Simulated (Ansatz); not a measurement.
```xyz
12

N    -1.496    0.977    2.085
Si   -0.384    0.449    0.940
O     0.000   -1.119    1.033
Si   -0.585   -1.494   -0.583
Si    1.343   -0.803   -1.882
H    -2.247    0.400    2.424
H    -1.604    1.949    2.321
H     0.684    1.448    0.774
H    -1.061    0.278   -0.511
H     0.930   -0.383   -3.254
H     2.232   -1.992   -2.040
H     2.186    0.290   -1.307
```

Charge 0, multiplicity 1.

Question: List the r2SCAN/def2-TZVPP orbital energies in eV (Ansatz). (Best estimate.)

Answer: Computed: Occupied: -1792.43, -1791.60, -1790.28, -515.80, -385.73, -142.74, -141.85, -140.79, -97.65, -97.59, -97.57, -96.82, -96.71, -96.61, -95.64, -95.64, -95.62, -26.16, -23.11, -14.57, -13.85, -13.55, -12.68, -11.41, -10.31, -9.06, -8.84, -8.55, -8.36, -8.13, -7.14, -5.00. Lowest empty: -2.18, -0.90, -0.04, 0.31, 0.76, 1.20, 1.35, 1.63.
